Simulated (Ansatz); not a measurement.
This geometry of C3H9SbSi (14 atoms, charge 0, multiplicity 1) is a first-order saddle point.

Method: Ansatz, RKS revPBE-D4/def2-SVP.

```xyz
14
Properties=species:S:1:pos:R:3
C -0.494 2.470 1.783
C -1.057 1.351 1.291
Sb -0.273 -0.669 1.529
Si 0.722 -0.686 -0.900
C 0.057 -2.166 -1.889
H 0.465 2.466 2.327
H -0.979 3.456 1.653
H -2.021 1.409 0.754
H 1.230 -0.079 2.167
H 0.355 0.604 -1.588
H 2.226 -0.765 -0.817
H 0.343 -3.122 -1.405
H 0.466 -2.164 -2.921
H -1.050 -2.133 -1.956
```

Task: Which two structures does it join? (They come from a converged band through this point; their orientation in space is the band's.)

Result: No bond is made or broken. The dihedral C2–Sb3–Si4–H11 goes from 179 to 52°.

Image 0:

```xyz
14
Properties=species:S:1:pos:R:3
C -1.071 1.948 1.242
C -1.145 0.603 1.243
Sb 0.441 -0.766 1.857
Si 1.311 -0.725 -0.604
C -0.063 -1.378 -1.743
H -0.156 2.489 1.541
H -1.932 2.572 0.939
H -2.086 0.109 0.936
H 1.511 0.538 2.272
H 1.668 0.691 -0.977
H 2.549 -1.578 -0.745
H -0.337 -2.420 -1.478
H 0.265 -1.365 -2.803
H -0.969 -0.745 -1.651
```

Image 8:

```xyz
14
Properties=species:S:1:pos:R:3
C -0.049 2.493 1.664
C -1.020 1.683 1.201
Sb -1.027 -0.495 1.319
Si 0.063 -0.603 -1.051
C 0.509 -2.382 -1.551
H 0.872 2.104 2.130
H -0.136 3.593 1.592
H -1.926 2.120 0.741
H 0.550 -0.539 2.049
H -0.942 -0.032 -2.023
H 1.286 0.277 -1.078
H 1.247 -2.815 -0.845
H 0.952 -2.404 -2.569
H -0.391 -3.029 -1.551
```

Task: How far does it lie above each of them?

Result: 5.9 kJ/mol above the first and 4.6 kJ/mol above the second. This is the barrier of this one path; another mechanism may lie lower.

The run took 4.9 min on 2 threads of AMD EPYC 7R43 64-Core Processor (Zen 3) (shared host), peak memory 0.19 GiB.
